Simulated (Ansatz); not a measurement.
A nudged elastic band was laid between two geometries of C3H11FSi2 (17 atoms, charge 0, multiplicity 1).

All numbers below come from Ansatz, RKS PBE-D4/6-31G*.

- movable images: 5
- climbing image: yes
- spring: 2.0 to 10.0 eV/Å², energy-weighted
- optimiser: quadratic models (default)
- start path: through a guess of the saddle point
- force threshold: 0.05 eV/Å
- iteration limit: 60
- end points: relaxed

Initial state:

```xyz
17
Properties=species:S:1:pos:R:3
C -1.307 -1.099 -0.295
C -0.023 -0.680 0.414
C 0.838 -1.876 0.809
F -0.409 -0.022 1.631
Si 0.963 0.680 -0.545
Si -0.242 2.685 -0.375
H -1.885 -1.784 0.352
H -1.079 -1.623 -1.238
H -1.944 -0.229 -0.528
H 1.196 -2.412 -0.086
H 1.715 -1.558 1.396
H 0.247 -2.583 1.421
H 2.322 0.826 0.081
H 1.162 0.273 -1.982
H -1.689 2.440 -0.695
H 0.274 3.720 -1.334
H -0.157 3.242 1.014
```

Final state:

```xyz
17
Properties=species:S:1:pos:R:3
C -1.266 -1.112 -0.403
C -0.037 -0.690 0.397
C 0.818 -1.881 0.818
F -0.514 -0.070 1.601
Si 0.985 0.708 -0.466
Si -0.265 2.689 -0.329
H -1.870 -1.825 0.186
H -0.969 -1.605 -1.344
H -1.903 -0.247 -0.652
H 0.202 -2.612 1.374
H 1.242 -2.390 -0.064
H 1.650 -1.564 1.468
H 2.298 0.864 0.250
H 1.284 0.334 -1.894
H -1.691 2.423 -0.723
H 0.277 3.749 -1.246
H -0.262 3.229 1.070
```

**Question.** Which bonds break or form, and what moves?

**Answer.** No bond is made or broken. The dihedral Si5–C2–C3–H11 goes from 56 to -65°. The two ends are copies of one structure, up to a mirror image or an exchange of like atoms.

**Question.** What energy profile does the band end with?

**Answer.** The run converged. The highest image is number 3 of 0 to 6, 0.151 eV above the ends, which have the same energy within 2 meV. Another band between the same ends (5 images) ends at a top of the same energy, where a vibrational analysis finds 1 clearly imaginary mode.

```json
{"image": "0", "path coordinate (Å)": "0.00", "energy (eV)": "0.000", "dihedral Si5–C2–C3–H11 (°)": "56"}
{"image": "1", "path coordinate (Å)": "0.94", "energy (eV)": "0.058", "dihedral Si5–C2–C3–H11 (°)": "30"}
{"image": "2", "path coordinate (Å)": "1.50", "energy (eV)": "0.125", "dihedral Si5–C2–C3–H11 (°)": "12"}
{"image": "3", "path coordinate (Å)": "1.98", "energy (eV)": "0.151", "dihedral Si5–C2–C3–H11 (°)": "-4"}
{"image": "4", "path coordinate (Å)": "2.44", "energy (eV)": "0.126", "dihedral Si5–C2–C3–H11 (°)": "-19"}
{"image": "5", "path coordinate (Å)": "2.97", "energy (eV)": "0.061", "dihedral Si5–C2–C3–H11 (°)": "-37"}
{"image": "6", "path coordinate (Å)": "3.85", "energy (eV)": "0.000", "dihedral Si5–C2–C3–H11 (°)": "-65"}
```

**Question.** What is the geometry of the highest image?

**Answer.** 
```xyz
17
Properties=species:S:1:pos:R:3
C -1.300 -1.076 -0.317
C -0.021 -0.698 0.424
C 0.852 -1.929 0.751
F -0.431 -0.102 1.667
Si 0.971 0.717 -0.436
Si -0.282 2.699 -0.396
H -1.872 -1.812 0.277
H -1.062 -1.532 -1.293
H -1.945 -0.198 -0.491
H 0.423 -2.855 0.335
H 1.890 -1.841 0.387
H 0.894 -2.032 1.848
H 2.265 0.903 0.305
H 1.311 0.314 -1.848
H -1.632 2.477 -1.018
H 0.409 3.789 -1.166
H -0.491 3.173 1.011
```

Time of the run: 79 s on 2 threads of Intel(R) Xeon(R) Platinum 8488C (Sapphire Rapids), on a shared host, peak memory 0.22 GiB.
